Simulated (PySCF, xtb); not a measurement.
3-chloro-1H-silole (C4H5ClSi), SMILES ClC1=C[SiH2]C=C1. Atoms are numbered in the order given.

```xyz
11

Cl     0.1179    -2.3424     0.0000
C      0.0603    -0.6018     0.0000
C      1.1509     0.1983     0.0000
Si     0.4850     1.9465     0.0000
C     -1.3046     1.3760     0.0000
C     -1.2853     0.0237     0.0000
H      2.1677    -0.1976     0.0000
H      0.8603     2.7353    -1.2124
H      0.8603     2.7353     1.2124
H     -2.2401     1.9410     0.0000
H     -2.1704    -0.6223     0.0000
```

Coordinates come from a r2SCAN-D4/def2-SVP optimisation.

The numbers are results of PySCF 2.14.0 with IEF-PCM-PBE0/def2-SVP, not measurements.

The values are the electrostatic part of the solvation free energy, E(continuum) − E(gas) at the gas-phase geometry, in a cavity of scaled van der Waals radii (PySCF's table); cavitation and dispersion terms are not included. In vacuum the orbital gap is 5.16 eV. The dipole moment in vacuum is 1.15 D.

```tsv
solvent	ε	ΔG(elec) (kcal/mol)	dipole (D)	gap (eV)
water	78.36	-1.8	1.54	5.20
cyclohexanone	15.62	-1.7	1.51	5.19
acetonitrile	35.69	-1.8	1.53	5.19
```

For comparison, GFN2-xTB/ALPB(water) (xtb, at the GFN2-xTB geometry, all terms of that model) gives -1.2 kcal/mol.
